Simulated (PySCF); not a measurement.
## Calculated properties of `NC(=O)CC(F)F`

Compound: C3H5F2NO.
Structure used (GFN2-xTB), in Å, numbered top down from 1:
```xyz
12
C3H5F2NO angstrom
N      1.9725   -0.3535    0.1881
C      0.8630    0.3987    0.3316
O      0.7749    1.2970    1.1338
C     -0.2758    0.0445   -0.6241
C     -1.5947    0.0715    0.1324
F     -2.6450    0.0830   -0.7248
F     -1.7361   -1.0534    0.8757
H      2.7548   -0.1717    0.7958
H      2.0296   -1.1272   -0.4490
H     -0.1395   -0.9356   -1.0813
H     -0.3227    0.8058   -1.4053
H     -1.6800    0.9402    0.8012
```

Among its groups: amide and C–F bond.

GFN2-xTB geometry:

* Point group of the GFN2-xTB geometry: C1
* Rotational constants A, B, C of the GFN2-xTB geometry: 5.278, 1.477, 1.459 GHz

PBE0/def2-SVPD ground state and vertical TDDFT (core frozen in the response) (PySCF):

* Dipole moment: 4.09 D
* HOMO energy: -7.98 eV
* LUMO energy: 0.08 eV
* HOMO–LUMO gap: 8.06 eV
* Lowest singlet excitation: 5.81 eV (214 nm, f = 0.000)
* Strongest line among the 6 lowest singlet transitions: S4 at 7.71 eV (161 nm, f = 0.178)
* Lowest triplet excitation (Tamm–Dancoff): 5.31 eV
* Static isotropic polarisability: 50.4 au
* Electronic spatial extent ⟨r²⟩ about the centre of nuclear charge: 821 bohr²

From PBE0/pcSseg-1 ground state and GIAO shieldings, non-relativistic (PySCF):

* Lowest Hirshfeld atomic charge: -0.29 e on O3
* Highest Hirshfeld atomic charge: +0.18 e on C2
* 13C chemical shifts (computed TMS as zero) by class: 167.8 (C2), 123.2 (C5), 44.7 (C4) ppm
* 1H chemical shifts (computed TMS as zero) by class: 6.71 (H12), 4.95 (H9), 4.65 (H8), 2.48 (H10/H11) ppm
* Isotropic shieldings of nuclei other than C and H, by class: 147 (N1), -76 (O3), 309 (F6/F7) ppm
* Mayer bond orders between heavy atoms: N1–C2 1.21, C2–O3 1.94, C2–C4 0.92, C4–C5 1.01, C5–F6 0.95, C5–F7 0.96

Monoisotopic mass (most abundant isotopes): 109.0339 u.

 The largest Löwdin shares of the HOMO are 0.69 on O3, 0.10 on C2, 0.10 on C4 and 0.06 on N1. The 6 singlets span 5.81 to 8.43 eV, and their oscillator strengths add up to 0.29. The polarisability is 7.47 Å³ as a volume (1 au = 0.148185 Å³), or 0.90 au for each of the 56 electrons. The rotational constants make it an asymmetric top with κ = (2B − A − C)/(A − C) = -0.99, nearer the prolate limit (−1). The principal polarisabilities are 41.5, 51.6 and 58.2 au; their mean is the isotropic value. With B = h/(8π²I), that is 505.379 GHz u Å² over I, the principal moments of inertia are 95.8, 342.3 and 346.3 u Å² (most abundant isotopes). S1 lies 2.25 eV below the HOMO–LUMO gap; its leading configuration is HOMO→LUMO, weight 0.96.

Isolated species at its GFN2-xTB geometry (one conformer only). NMR classes are plain means over equivalent atoms (diastereotopic ones count apart unless rotation or inversion swaps them), as if these changed places fast; in this geometry the members of some classes differ.
